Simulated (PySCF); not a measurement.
CH₂F, SMILES [CH2]F (connectivity only; charge and spin as stated), charge +1, multiplicity 1.

Geometry: PBE0-D3(BJ)/def2-TZVPD. The multiplicity is an assumed one; other spin states were not compared. The isomer is the one that the SMILES or the coordinates give; other isomers of the formula were not compared.

Computed with PBE0-D3(BJ)/def2-TZVPD in PySCF.

Frequencies are harmonic and unscaled.

Computed harmonic wavenumbers and intensities:
```tsv
mode	ν (cm⁻¹)	IR (km/mol)	Raman (Å⁴/amu)	depolarisation	moving atoms (share of kinetic energy)
1	1245	15.1	1.6	0.75	H 77 %, C 17 %
2	1288	4.9	0.1	0.75	H 74 %, C 25 %
3	1450	114.2	5.3	0.44	H 76 %, F 19 %
4	1619	76.5	3.7	0.03	C 54 %, F 23 %, H 23 %
5	3043	3.9	71.8	0.09	H 96 %
6	3207	47.2	14.6	0.75	H 88 %, C 12 %
```
